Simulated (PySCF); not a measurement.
How the method moves the adiabatic energies of losing or gaining an electron of pyrrole

Structure: `c1cc[nH]c1` (C4H5N).

All levels share the PBE0-D3(BJ)/def2-SVP structures and the PBE0-D3(BJ)/def2-SVP thermal terms; only the single-point energies (PySCF) change. Values are adiabatic energies of losing or gaining an electron (0 K, eV).

Measured (NIST Chemistry WebBook): adiabatic ionisation energy 8.21 eV.

```
                    level  ionisation energy to the radical cation
    BLYP-D3(BJ)/def2-TZVP                                     7.92
ωB97X-D3(BJ)/ma-def2-TZVP                                     8.10
```

The spread: 0.18 eV, from 7.92 to 8.10.

---

How the method moves the adiabatic energies of losing or gaining an electron of trimethylphosphine sulfide

Structure: `CP(C)(C)=S` (C3H9PS).

All levels share the PBE0-D3(BJ)/def2-SVP structures and the PBE0-D3(BJ)/def2-SVP thermal terms; only the single-point energies (PySCF) change. Values are adiabatic energies of losing or gaining an electron (0 K, eV).

```tsv
level	ionisation energy to the radical cation	time
r2SCAN/pcseg-2 (grid 3)	8.05	7.8 min
BP86-D3(BJ)/6-311++G(2d,2p)	8.10	2.8 min
ωB97X-D3(BJ)/ma-def2-TZVP	8.13	–
ωB97M-D3(BJ)/ma-def2-TZVP (grid 3)	8.16	5.8 min
```

Times are wall times for all single points of a level on 1 thread of Arm Neoverse V1, a shared host; the dash marks the run that also made the structures. BP86, r2SCAN ran on a slower path of this set-up, which computes the density-fitting integrals anew in every SCF cycle while the other levels store them. So the times needn't show the usual order of cost, and those levels read slower than they are.

The spread: 0.11 eV, from 8.05 to 8.16.

---

# How the method moves the adiabatic energies of losing or gaining an electron of `CP(C(F)(F)F)C(F)(F)F` (C3H3F6P)

All levels share the PBE0-D3(BJ)/def2-SVP structures and the PBE0-D3(BJ)/def2-SVP thermal terms; only the single-point energies (PySCF) change. Values are adiabatic energies of losing or gaining an electron (0 K, eV).

Measured (NIST Chemistry WebBook): adiabatic ionisation energy 10.20 eV.

| level | ionisation energy to the radical cation |
| --- | --- |
| TPSS/def2-TZVP (grid 3, damp 0.5) | 9.45 |
| ωB97X-D3(BJ)/ma-def2-SVP | 10.04 |

The spread: 0.59 eV, from 9.45 to 10.04.

Note: ma-def2-SVP is a small basis, whose errors can reach tens of kJ/mol.
